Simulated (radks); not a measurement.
Q: The silver ion Ag13+ is in [Ar] 3d10 4s2 4p(1/2: 2, 3/2: 2). All-electron calculation, Dirac Kohn-Sham, BLYP, spin-unpolarised, spherical densities, finite nucleus; Fermi nuclear charge, rms radius of each element as measured or else 0.836 A^(1/3) + 0.57 fm. Program: a radial shooting solver on a logarithmic mesh with Libxc functionals. Sub-shells are occupied by j as written (lower j first in brackets). One electron is removed from 3d5/2, 4p1/2, 4s1/2, 4p3/2 in turn, with full relaxation. Which removal costs least, and what does each cost?

A: 4p3/2 321.98 eV; 4p1/2 329.33 eV; 4s1/2 366.26 eV; 3d5/2 674.27 eV. The 4p3/2 electron leaves first.
